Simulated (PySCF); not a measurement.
CBr3, charge +1, multiplicity 1. Atoms are numbered in the order given.

```xyz
4

Br    -1.8255     0.0000     0.0000
C      0.0000     0.0000     0.0000
Br     0.9127    -1.5809     0.0000
Br     0.9127     1.5809     0.0000
```
Charge +1, spin multiplicity 1.

The structure is a stationary point at PBE-D3(BJ)/def2-SVP. The multiplicity is an assumed one; no other spin state was optimised. The isomer is the one that the SMILES or the coordinates give; other isomers of the formula were not compared.

Computed with PBE-D3(BJ)/def2-SVP in PySCF.

Frequencies are harmonic and unscaled.

Modes within 1.5 cm⁻¹ of each other (mostly degenerate sets) share a row, with their intensities summed.

```tsv
mode	ν (cm⁻¹)	IR (km/mol)	moving atoms (share of kinetic energy)
1–2	178	0.1	Br 97 %
3	315	0.0	Br 100 %
4	424	3.3	C 95 %
5–6	867	407.7	C 92 %
```
